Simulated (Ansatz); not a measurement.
`FBBCl` and `NBBF` differ in one atom or group.

Ansatz, PBE0-D4/def2-TZVP geometries, multiplicity 1. Each molecule was computed in one conformer, which needn't be the lowest.

| property | `FBBCl` |
| --- | --- |
| HOMO–LUMO gap (PBE0/def2-TZVPP) / eV | 5.98 |
| LUMO energy (PBE/def2-TZVPP) / eV | -3.02 |
| HOMO energy (PBE/def2-TZVPP) / eV | -6.62 |
| HOMO–LUMO gap (PBE/def2-TZVPP) / eV | 3.61 |
| LUMO energy (PBE0/def2-TZVPP) / eV | -2.04 |
| ideal-gas entropy at 298 K and 1 bar (rigid rotor, harmonic PBE0-D4/def2-TZVP) / J/(mol·K) | 305 |

(1) What does the change do to each property? (Best estimate.)

Results:

(1) The calculation gave: 
| property | `NBBF` | shift |
| --- | --- | --- |
| HOMO–LUMO gap (PBE0/def2-TZVPP) / eV | 5.96 | -0.02 |
| LUMO energy (PBE/def2-TZVPP) / eV | -2.70 | 0.32 |
| HOMO energy (PBE/def2-TZVPP) / eV | -6.27 | 0.35 |
| HOMO–LUMO gap (PBE/def2-TZVPP) / eV | 3.57 | -0.04 |
| LUMO energy (PBE0/def2-TZVPP) / eV | -1.75 | 0.29 |
| ideal-gas entropy at 298 K and 1 bar (rigid rotor, harmonic PBE0-D4/def2-TZVP) / J/(mol·K) | 306 | 1 |

The zero-point energy changes by 70.7 kJ/mol with +6 modes. Modes under 60 cm⁻¹, often nearly free rotors, make the harmonic entropy too high.
